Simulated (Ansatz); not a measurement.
Reaction (hydrogenolysis of a B–C bond): `CB(Cl)CN` + H₂ → `CBCl` + CH₃NH₂

Computed with Ansatz on PBE0-D4/def2-TZVP structures; ΔE is electronic, products minus reactants. CCSD(T)/CBS adds triple-zeta CCSD(T) − MP2 to the extrapolated MP2 energy (def2 sets, frozen cores). This one scheme is used for every species. Functionals use def2-TZVPP. B3LYP here is the variant with VWN-RPA as its local correlation; programs differ in this. One conformer a species, not always the lowest.

Is it downhill or uphill in electronic energy at CCSD(T)/CBS, and by how much? (An estimate is asked.)

Computed: Downhill: ΔE = -12.1 kJ/mol.

What do these levels give: PBE0-D4, B3LYP-D4, ωB97X-V, B2PLYP, PBE, r2SCAN, PBE0, HF/def2-TZVPP, CCSD/def2-TZVPP, CCSD(T)/def2-TZVPP, HF/CBS(def2), MP2/CBS(def2)? (Estimate.)

Ansatz gave: PBE0-D4 -10.4, B3LYP-D4 -13.8, ωB97X-V -13.7, B2PLYP -20.7, PBE -14.6, r2SCAN -9.8, PBE0 -17.5, HF/def2-TZVPP -42.8, CCSD/def2-TZVPP -19.9, CCSD(T)/def2-TZVPP -14.6, HF/CBS(def2) -43.1, MP2/CBS(def2) -6.4 kJ/mol.

Largest T1 diagnostic among the species: 0.011.

The D4 term adds +12.9 kJ/mol with B3LYP and +7.1 kJ/mol with PBE0; it sums over pairs of atoms, weighted by their polarisabilities, and B3LYP, whose exchange is more repulsive, gets the larger term. In def2-TZVPP, CCSD(T) changes the Hartree–Fock value by +28.2 kJ/mol (the triples alone add +5.2 kJ/mol) and MP2 by +33.9 kJ/mol.
